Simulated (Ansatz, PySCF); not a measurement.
The PySCF input:
```python
from pyscf import gto, scf, dft

mol = gto.Mole()
mol.atom = '''
    O    -0.69438500   -1.24941139   -0.21223180
    S    -0.00917055   -0.00457520    0.24346489
    O    -0.72815248    1.23702084   -0.16677856
    O     1.44087858    0.02154096   -0.10791941
'''
mol.basis = 'cc-pvdz'
mol.charge = -1
mol.spin = 1
mol.verbose = 4
mol.build()

mf = dft.UKS(mol)
mf.xc = 'r2scan'
mf.grids.atom_grid = (99, 590)
mf.grids.prune = None
mf.kernel()
```

Task: Write the same job for Ansatz (a program for electronic structure).

Result: This is not unique; one that fits is 
Ansatz 0.2 input:
```yaml
crystal:
  periodic: [false, false, false]
  atoms:
    - {symbol: O, position_ang: [-0.69438500, -1.24941139, -0.21223180]}
    - {symbol: S, position_ang: [-0.00917055, -0.00457520, 0.24346489]}
    - {symbol: O, position_ang: [-0.72815248, 1.23702084, -0.16677856]}
    - {symbol: O, position_ang: [1.44087858, 0.02154096, -0.10791941]}
basis:
  gaussian:
    orbitals: cc-pVDZ
hamiltonian:
  xc: r2scan
total_charge: -1
magnetization: {spin_polarized: true, initial_magnetization: 1}
accuracy: high
```

Both were run: PySCF gave -623.712915 Eh and Ansatz -623.712920 Eh, 0.005 mEh apart.
